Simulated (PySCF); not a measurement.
## Working out the ionisation energy of Ti

Ti [Ar] 3d2 4s2 (3F) → Ti⁺ [Ar] 3d2 4s1 (4F). All numbers are calculated (PySCF 2.14, scalar relativity by spin-free X2C-1e, in cc-pVTZ-DK). Frozen: [Ar]. Energies in hartree (1 hartree = 27.21139 eV):

```
             part   Ti (lower)  Ti⁺ (upper)
              UHF  -852.747505  -852.543294
MP2 opposite-spin    -0.029484     0.000000
    MP2 same-spin    -0.010617    -0.011084
```

Task: What does Hartree-Fock give?

Result: (-852.543294) − (-852.747505) = 0.204211 hartree = 5.557 eV.

Task: What do MP2 and SCS-MP2 (6/5 opposite-spin, 1/3 same-spin) give?

Result: The opposite-spin parts differ by 0.802 eV and the same-spin parts by -0.013 eV. MP2: 5.557 + (0.802) + (-0.013) = 6.346 eV. SCS-MP2: 5.557 + 1.2 × (0.802) + (-0.013)/3 = 6.515 eV.

Measured between the centres of the two terms (NIST): 6.828 eV, so MP2 (valence) is off by -0.482 eV.

What remains against the reference includes basis incompleteness, the frozen core and correlation beyond second order.
